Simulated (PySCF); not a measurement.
A structure optimised at ωB97X-D3(BJ)/def2-SVP, used in a PySCF frequency run:

```xyz
13

F      2.3508     0.7634    -0.2802
C      1.3267     0.1328     0.2820
F      1.8008    -0.7210     1.1919
O      0.4937     1.0572     0.8919
C     -0.8465     0.8982     0.5778
F     -1.5692     0.9428     1.6903
F     -1.2449     1.8852    -0.2284
C     -0.9559    -0.4701    -0.1450
F     -1.9333    -0.4986    -1.0484
F     -1.1419    -1.4363     0.7655
C      0.4496    -0.6147    -0.7575
F      0.4922     0.0411    -1.9260
F      0.8241    -1.8806    -0.9290
```
Charge 0, spin multiplicity 1.

Question: Write its SMILES and formula.

Answer: FC1(F)OC(F)(F)C(F)(F)C1(F)F, C4F8O

Question: What are its rotational constants (standard atomic weights)?

Answer: 1.0930, 0.83253, 0.72737 GHz
